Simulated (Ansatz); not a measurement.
Cost and result for the atomization energy of H$_{2}$InS$_{2}$, SMILES `[SH][In][SH]` radical (5 atoms, 4 bonds).

Charge 0, multiplicity 2. Correlated methods include outer-core shells of In, which these sets cover unevenly. In: def2 effective core potential. Geometry: relaxed with PBE0-D4/def2-TZVP. It is one conformer, not always the lowest. Program: Ansatz. Hardware: A = 2 threads of an AMD EPYC 7R13 on a shared host; B = 2 threads of an AMD EPYC 7R13 on a shared host and a share of an NVIDIA H100 80 GB. Times are those of one run each, without the atoms' runs, and a repeat can differ threefold. Electronic energies, without spin–orbit coupling; frozen cores. CCSD(T)/CBS adds CCSD(T) − MP2 in def2-TZVPP to the MP2 limit, and its time is that of the two runs behind it. T1 = 0.018; ⟨S²⟩ of the reference is 0.76. With those shells the extrapolation isn't a true limit. B3LYP takes the VWN-RPA correlation (the form of Gaussian; ORCA's B3LYP/G).

CCSD(T)/CBS is a level of theory with its own doubt, some kJ/mol a heavy atom from the limit and from the frozen cores, so smaller differences don't rank the functionals.

```csv
level,functions,wall time
PBE-D4/def2-TZVPP (with forces) [A],162,3.4 s
PBE0-D4/def2-TZVPP [A],162,4.3 s
B3LYP-D4/def2-TZVPP (with forces) [A],162,5.5 s
r2SCAN-D4/def2-TZVPP (with forces) [A],162,6.5 s
CCSD(T)/def2-TZVPP [B],162,7 s
B2PLYP/def2-TZVPP [A],162,7.5 s
ωB97X-V/def2-TZVPP [A],162,11 s
ωB97M-V/def2-TZVPP (with forces) [A],162,15 s
CCSD(T)/def2-QZVPP [B],282,17 s
CCSD(T)/CBS(def2),–,24 s
```

Task: What atomization energy does each give, and how far from CCSD(T)/CBS? (An estimate is asked.)

Result: Ansatz gave: 
```csv
level,atomization (kJ/mol),difference from CCSD(T)/CBS,per bond
PBE-D4/def2-TZVPP (with forces) [A],1235.5,21.0,5.3
PBE0-D4/def2-TZVPP [A],1211.7,-2.8,-0.7
B3LYP-D4/def2-TZVPP (with forces) [A],1196.1,-18.4,-4.6
r2SCAN-D4/def2-TZVPP (with forces) [A],1233.6,19.1,4.8
CCSD(T)/def2-TZVPP [B],1167.5,-47.0,-11.7
B2PLYP/def2-TZVPP [A],1176.1,-38.4,-9.6
ωB97X-V/def2-TZVPP [A],1223.7,9.2,2.3
ωB97M-V/def2-TZVPP (with forces) [A],1223.2,8.7,2.2
CCSD(T)/def2-QZVPP [B],1200.3,-14.2,-3.5
CCSD(T)/CBS(def2),1214.5,0.0,0.0
```

The D4 term adds +21.1 kJ/mol with B3LYP and +11.0 kJ/mol with PBE0; it sums over pairs of atoms, weighted by their polarisabilities, and B3LYP, whose exchange is more repulsive, gets the larger term. In def2-TZVPP, CCSD(T) changes the Hartree–Fock value by +347.5 kJ/mol (the triples alone add +29.9 kJ/mol) and MP2 by +354.1 kJ/mol; breaking electron pairs costs correlation energy, which Hartree–Fock lacks. From PBE to PBE0 (25 % exact exchange), in def2-TZVPP and without D4, the atomization energy moves by −22.0 kJ/mol: exact exchange takes away binding that semilocal exchange gives to molecules.

Spin–orbit coupling would lower the free In atoms strongly, and the atomization energy with them, by more than many differences here.
